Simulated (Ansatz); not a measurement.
A structure relaxed at PBE-D4/def2-SVP in Ansatz, charge 0, singlet:

| atom | x (Å) | y (Å) | z (Å) |
| --- | --- | --- | --- |
| C1 | 4.558 | 4.973 | -1.613 |
| C2 | 4.925 | 4.128 | -2.646 |
| S3 | 3.995 | 2.669 | -2.634 |
| C4 | 3.083 | 3.180 | -1.229 |
| C5 | 2.050 | 2.351 | -0.650 |
| C6 | 1.247 | 2.623 | 0.460 |
| C7 | 0.331 | 1.589 | 0.760 |
| C8 | 0.409 | 0.500 | -0.112 |
| C9 | -0.357 | -0.720 | -0.115 |
| C10 | -0.284 | -1.811 | -0.984 |
| C11 | -1.203 | -2.841 | -0.675 |
| C12 | -2.001 | -2.563 | 0.435 |
| C13 | -3.038 | -3.364 | 1.043 |
| C14 | -3.831 | -3.083 | 2.156 |
| C15 | -4.756 | -4.120 | 2.464 |
| C16 | -4.669 | -5.190 | 1.592 |
| S17 | -3.452 | -4.937 | 0.388 |
| S18 | -1.593 | -0.993 | 1.098 |
| S19 | 1.647 | 0.783 | -1.319 |
| C20 | 3.515 | 4.439 | -0.808 |
| H21 | 5.027 | 5.951 | -1.440 |
| H22 | 5.692 | 4.279 | -3.414 |
| H23 | 1.327 | 3.553 | 1.037 |
| H24 | -0.382 | 1.625 | 1.597 |
| H25 | 0.425 | -1.851 | -1.823 |
| H26 | -1.291 | -3.776 | -1.246 |
| H27 | -3.740 | -2.149 | 2.727 |
| H28 | -5.464 | -4.082 | 3.303 |
| H29 | -5.252 | -6.119 | 1.588 |
| H30 | 3.084 | 4.956 | 0.060 |

**Question.** Give its formula, name or SMILES and point group.

**Answer.** `c1csc(-c2ccc(-c3ccc(-c4cccs4)s3)s2)c1`. Point group Cs (tolerance 0.1 Å).

**Question.** Summarise the bond lengths by kind (pairs closer than 1.2 times the sum of covalent radii, bridged metal pairs left out).

**Answer.** 15 × C–C 1.38 to 1.45 Å; 8 × C–S 1.73 to 1.75 Å; 10 × C–H 1.10 Å.
